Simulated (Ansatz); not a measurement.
Ansatz results at the PBE0-D4/def2-TZVP geometry: LUMO energy (PBE/def2-TZVPP) -3.02 eV; HOMO–LUMO gap (PBE/def2-TZVPP) 3.61 eV; HOMO–LUMO gap (ωB97M-V/def2-TZVPP) 10.25 eV.

Each molecule was computed in one conformer, which needn't be the lowest.

Question: Which molecule gave them?
A. `O[AsH][GeH3]`
B. `FBBCl`
C. `N[SiH]1C[O][Al]1[OH]`
D. `FC1(Br)C=C1`

Answer: B. The others give `FC1(Br)C=C1`: -1.98, 4.58, 11.39; `O[AsH][GeH3]`: -1.62, 4.43, 10.32; `N[SiH]1C[O][Al]1[OH]`: -1.73, 3.71, 9.32.
